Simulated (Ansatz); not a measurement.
Ideal-gas functions of C2H3AlFNO (`FC1=C[NH][AlH][O]1`) at 400 K and 1 bar, from an Ansatz frequency run at PBE0-D4/def2-TZVP.

Molar mass 103.03 g/mol, point group Cs (symmetry number 1), electronic degeneracy 1, moments of inertia 75.8, 194.163, 269.963 u Å². Harmonic wavenumbers (cm⁻¹, unscaled): 206, 351, 403, 407, 445, 454, 562, 622, 626, 748, 802, 810, 981, 1092, 1237, 1321, 1373, 1730, 2026, 3260, 3702.

Use S(trans) = R[1.5 ln M + 2.5 ln T − 1.1517]; rotational temperatures θ = 24.2544 K / I; S(rot) = R[ln(√π/σ · √(T³/θAθBθC)) + 1.5]; for each mode x = 1.438777 ν̃/T, S = R[x/(eˣ − 1) − ln(1 − e⁻ˣ)] and H = RT x/(eˣ − 1); 1 cm⁻¹ = 0.0119627 kJ/mol; R = 8.31446 J/(mol·K).

Problem. By hand: the entropy, in J/(mol·K).

Solution. Translation 172.8. Rotation: θ = 0.32, 0.1249, 0.0898 K, giving 115.4. Vibration, mode by mode: 10.99, 6.91, 5.92, 5.85, 5.24, 5.10, 3.75, 3.16, 3.13, 2.21, 1.90, 1.85, 1.13, 0.82, 0.54, 0.42, 0.36, 0.12, 0.05, 0.00, 0.00, in all 59.4. Electronic 0.0. Sum 347.6 J/(mol·K).

Problem. By hand: H − E and G − E in kJ/mol, counted from the electronic energy.

Solution. Zero-point energy ½ × 23158 × 0.0119627 = 138.5; thermal vibration 15.2; translation, rotation and pV give 4 RT = 13.3. H − E = 167.0 kJ/mol, and G − E = 167.0 − 400 × 347.6/1000 = 28.0 kJ/mol.

Vibration gives 17 % of the entropy.
